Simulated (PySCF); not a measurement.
# PBr3: core ionisation energies

Phosphorus tribromide, PBr3.
SMILES with atom numbers: `[Br:1][P:2]([Br:3])[Br:4]`

Level of theory: delta-SCF UKS SCAN, pcX-2 on the ionised atom, pcseg-1 elsewhere, spin-free X2C in PySCF. These are vertical core ionisation energies against the vacuum level, from separate self-consistent calculations with and without the core hole.

Q: List the computed XPS lines with their assignment.

A: 
```tsv
atom(s)	environment	level	binding energy (eV)	2p1/2 (eV)	count
P2	three-coordinate phosphorus	P 2p3/2	139.34	140.24	1
P2	three-coordinate phosphorus	P 1s	2153.20	–	1
```

Q: Express the binding energy of P 1s of P2 in atomic units and per mole.

A: 2153.20 eV = 79.1286 Eh = 207752 kJ/mol.

Q: Which photon energy gives electrons from P 1s of P2 a kinetic energy of 150 eV, and what is their de Broglie wavelength?

A: hν = 2153.20 + 150 = 2303.20 eV, recoil neglected; λ = 12.264 Å/√(E/eV) = 1.00 Å.

Spin–orbit coupling isn't in the SCF: each 2p doublet comes from a relaxed spin-free hole plus a matrix of the shell (mean-field spin–orbit coupling and the ground-state 2p splitting), with 2p3/2 averaged over its two sublevels. 2p1/2 minus 2p3/2 (ligand field included): P 0.90 eV. No level of bromine is listed. Geometry: PBE0-D3(BJ)/def2-SVP; no solvent, vibrations or thermal averaging.

Hardware: Arm Neoverse V2, one thread, no GPU (shared host). Cost: 4.6 s wall, 0.46 GiB resident at most.
